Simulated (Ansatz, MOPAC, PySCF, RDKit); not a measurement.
Complex: CH4 (SMILES C) (first 5 atoms) with C3H4 (SMILES C=C=C); geometry from B3LYP-D3(BJ)/def2-TZVP, rigid monomers moved along the line of their centres of mass till H5···C7 is 3.40 Å.
(charge 0, multiplicity 1):
```xyz
12

C     -0.2044    -0.0443    -0.2907
H      0.3723    -0.0991    -1.2131
H     -0.7580     0.8937    -0.2666
H     -0.9021    -0.8802    -0.2516
H      0.4678    -0.0913     0.5644
C      1.4762    -0.0367     4.0980
C      0.1862     0.0406     3.9547
C     -1.1027     0.1177     3.8054
H      1.9747    -0.9933     4.2043
H      2.0948     0.8533     4.1167
H     -1.5541     0.1008     2.8203
H     -1.7647     0.2015     4.6595
```

Interaction energies are E(AB) − E(A) − E(B) at the monomers' geometry in the complex; basis-set methods are counterpoise corrected. Rows marked so take none. RDKit's UFF carries no charges.

Cores are frozen in the correlated methods. Rows in 6-31G* carry no dispersion term and start afresh at each structure (6-31G* with six Cartesian d functions). MP2/6-31G* freezes PySCF's default core. The state that AM1 reach isn't checked.

Run with Ansatz (Gaussian orbitals); MOPAC for AM1 (differences of heats of formation); PySCF for 6-31G* rows, the dispersion terms; RDKit for the force fields. 

```csv
level,interaction energy (kcal/mol)
UFF,-0.81
AM1,0.10
HF/aug-cc-pVDZ,0.07
PBE/def2-TZVPPD,-0.38
PBE-D4/def2-TZVPPD,-0.96
r2SCAN/def2-TZVPPD,-0.41
B3LYP-D3(BJ)/def2-TZVPPD,-0.75
MP2/6-31G* (no counterpoise),-0.73
SCS-MP2/aug-cc-pVDZ,?
```

Task: Complete the blanks.

Result: 
- SCS-MP2/aug-cc-pVDZ, interaction energy (kcal/mol): -0.52

Ansatz is a first-principles code.
